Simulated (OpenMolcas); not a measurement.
## Te⁺: effect of the basis set

```json
{
  "Program": "OpenMolcas 26.06",
  "Method": "CASSCF",
  "Active space": "3 electrons in 3 orbitals (5p)",
  "State averaging": "2S+1 = 4 odd, 1 root; 2S+1 = 2 odd, 8 roots",
  "Spin-orbit coupling": "state interaction with AMFI integrals over the reference wave functions, term energies averaged over their components"
}
```

A. ANO-R1 [6s5p3d1f], X2C, finite nucleus; cost of the order of 2.3 core-seconds
B. ANO-RCC-VDZP [6s5p3d1f], DKH2, point nucleus; cost about 5 core-seconds
C. ANO-R2 [7s6p4d2f1g], X2C, finite nucleus; cost of the order of 3 core-seconds
D. ANO-RCC-VTZP [7s6p4d2f1g], DKH2, point nucleus; cost of the order of 2.5 core-seconds
E. ANO-RCC-VQZP [8s7p5d3f2g], DKH2, point nucleus; cost about 4 core-seconds
F. ANO-R3 [8s7p5d4f3g2h], X2C, finite nucleus; cost roughly 9 core-seconds

Energies in cm⁻¹ above 5s² 5p³ ⁴S°_3/2, the measured ground level; measured values from NIST Handbook of Basic Atomic Spectroscopic Data.

```tsv
Level	A	B	C	D	E	F	Measured
5s² 5p³ ⁴S°_3/2	0.0	0.0	0.0	0.0	0.0	0.0	0.0
5s² 5p³ ²D°_3/2	14328	14155	14494	14484	14465	14504	10222
5s² 5p³ ²D°_5/2	16049	15994	16177	16167	16163	16204	12422
5s² 5p³ ²P°_1/2	26177	26018	26356	26350	26339	26391	20547
5s² 5p³ ²P°_3/2	28653	28686	28749	28746	28755	28813	24032
```

Deviations, from unrounded energies. A percentage is the sum of absolute deviations over the sum of measured energies, with the sign that they share, or ± where signs differ.

```
                        Against measurement  Levels      A      B      C      D      E      F
             mean absolute deviation (cm-1)       4   4500   4400   4600   4600   4600   4700
other terms of the ground configuration (%)       4  +26.8  +26.2  +27.6  +27.6  +27.5  +27.8
```

A, B, D, E lie about equally close to measurement and F furthest from it. The largest miss of B in the table is 5s² 5p³ ²P°_1/2, by +5500 cm-1. The ranking rests on the paired levels alone, and a cruder setting can come out closer through cancelling errors.

Among A to F the level of the table that moves most is 5s² 5p³ ²P°_1/2, by 370 cm-1 (lowest in B, highest in F).

With the s shell closed, the reference lacks s² → p² mixing. Measured partners are found by configuration, term and J. A level has none where our copy of the source lacks it or the pairing is in doubt (some pairs that miss far off the trend of their configuration count as doubtful), and it then counts in no deviation. Levels of configurations outside the active space are missing.

° marks odd parity.
